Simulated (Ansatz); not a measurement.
Geometry optimisation, RKS PBE0-D4/STO-3G (Ansatz).

The input (input.yaml):

```yaml
crystal:
  periodic: [false, false, false]
  atoms:
    - { symbol: Si, position_ang: [0.0, 0.0, 0.0] }
    - { symbol: Si, position_ang: [0.0, 0.0, 2.22] }
    - { symbol: H, position_ang: [-1.3148, -0.4067, 2.7074] }
    - { symbol: H, position_ang: [1.0096, -0.9353, 2.7074] }
    - { symbol: H, position_ang: [0.3052, 1.342, 2.7074] }
    - { symbol: O, position_ang: [1.5842, 0.0, -0.5594] }
    - { symbol: H, position_ang: [1.9006, -0.9521, -0.6761] }
    - { symbol: O, position_ang: [-0.7913, 1.3709, -0.5594] }
    - { symbol: H, position_ang: [-1.7491, 1.1401, -0.7818] }
    - { symbol: O, position_ang: [-0.7913, -1.3709, -0.5594] }
    - { symbol: H, position_ang: [-1.2459, -1.8365, 0.2129] }
basis:
  gaussian: { orbitals: STO-3G }
hamiltonian:
  xc: pbe0
  dispersion: d4
relax:
  f_tol: 0.02
  max_steps: 40
```

Launched with:

```bash
$ ansatz run input.yaml --threads 1 --pin off --max-ram 2048MiB --backend cpu --events-out ev --progress --plain --runs-dir out
```

**Question.** Where does it end, and by what steps?

**Answer.** It converged. The force dipped under the threshold on the way, but the program's further checks kept it going. Limits of this set-up: minimal basis. After 23 steps the energy has fallen by 0.407 eV; H9 moved furthest, 0.90 Å.

```json
{"step": "0", "energy less start (eV)": "0.0000", "largest force component (eV/Å)": "1.119", "accepted": "yes"}
{"step": "1", "energy less start (eV)": "-0.1879", "largest force component (eV/Å)": "0.631", "accepted": "yes"}
{"step": "2", "energy less start (eV)": "-0.2264", "largest force component (eV/Å)": "0.316", "accepted": "yes"}
{"step": "3", "energy less start (eV)": "-0.2402", "largest force component (eV/Å)": "0.199", "accepted": "yes"}
{"step": "4", "energy less start (eV)": "-0.2722", "largest force component (eV/Å)": "0.432", "accepted": "yes"}
{"step": "5", "energy less start (eV)": "-0.3277", "largest force component (eV/Å)": "0.203", "accepted": "yes"}
{"step": "6", "energy less start (eV)": "-0.3675", "largest force component (eV/Å)": "0.161", "accepted": "yes"}
{"step": "7", "energy less start (eV)": "-0.2648", "largest force component (eV/Å)": "3.042", "accepted": "no"}
{"step": "8", "energy less start (eV)": "-0.3798", "largest force component (eV/Å)": "0.081", "accepted": "yes"}
{"step": "9", "energy less start (eV)": "-0.3899", "largest force component (eV/Å)": "0.089", "accepted": "yes"}
{"step": "10", "energy less start (eV)": "-0.3983", "largest force component (eV/Å)": "0.121", "accepted": "yes"}
{"step": "11", "energy less start (eV)": "-0.3977", "largest force component (eV/Å)": "0.270", "accepted": "no"}
{"step": "12", "energy less start (eV)": "-0.4014", "largest force component (eV/Å)": "0.097", "accepted": "yes"}
{"step": "13", "energy less start (eV)": "-0.4014", "largest force component (eV/Å)": "0.142", "accepted": "no"}
{"step": "14", "energy less start (eV)": "-0.4033", "largest force component (eV/Å)": "0.050", "accepted": "yes"}
{"step": "15", "energy less start (eV)": "-0.4044", "largest force component (eV/Å)": "0.096", "accepted": "yes"}
{"step": "16", "energy less start (eV)": "-0.4023", "largest force component (eV/Å)": "0.467", "accepted": "no"}
{"step": "17", "energy less start (eV)": "-0.4056", "largest force component (eV/Å)": "0.042", "accepted": "yes"}
{"step": "18", "energy less start (eV)": "-0.4061", "largest force component (eV/Å)": "0.088", "accepted": "yes"}
{"step": "19", "energy less start (eV)": "-0.4063", "largest force component (eV/Å)": "0.085", "accepted": "yes"}
{"step": "20", "energy less start (eV)": "-0.4070", "largest force component (eV/Å)": "0.009", "accepted": "yes"}
{"step": "21", "energy less start (eV)": "-0.4072", "largest force component (eV/Å)": "0.045", "accepted": "yes"}
{"step": "22", "energy less start (eV)": "-0.4072", "largest force component (eV/Å)": "0.030", "accepted": "yes"}
{"step": "23", "energy less start (eV)": "-0.4073", "largest force component (eV/Å)": "0.008", "accepted": "yes"}
```

```xyz
11
Properties=species:S:1:pos:R:3
Si -0.048 -0.132 0.191
Si 0.035 0.036 2.443
H -1.251 -0.276 3.021
H 1.000 -0.885 2.991
H 0.399 1.372 2.850
O 1.496 0.040 -0.517
H 1.470 -0.622 -1.287
O -1.105 1.109 -0.317
H -1.038 1.105 -1.331
O -0.555 -1.621 -0.485
H -1.496 -1.773 -0.139
```

Whether the end is a true minimum wasn't checked by a vibrational analysis.

The run took 59 s on 1 thread of Arm Neoverse V1 (shared host), peak memory 0.11 GiB.
